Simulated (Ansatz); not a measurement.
A structure relaxed at r2SCAN-D4/def2-TZVP in Ansatz, charge 1, singlet:

```xyz
3

Ru   -1.319    1.719    0.732
Ru    1.317   -1.721   -0.732
Al    0.003    0.002    0.000
```

Question: Give its formula and point group.

Answer: the cluster AlRu2⁺. Point group D∞h (tolerance 0.1 Å).

Question: Summarise the bond lengths by kind (pairs closer than 1.2 times the sum of covalent radii, bridged metal pairs left out).

Answer: 2 × Al–Ru 2.29 Å.

In the def2 sets Ru takes a core potential; there is no spin–orbit coupling. An occupied level of the charge 1 singlet lies above an empty one (by up to 0.11 eV), so this SCF solution is probably not the lowest. This restricted singlet of an open-shell metal (gap down to -0.11 eV) wasn't tested against broken symmetry. The relaxation made no stability test and no search for a lower SCF solution. No other spin state of charge 1 was run. Another isomer (quintet) lies 3.87 eV lower at PBE0-D4/def2-TZVP; other spin states weren't run for this one.
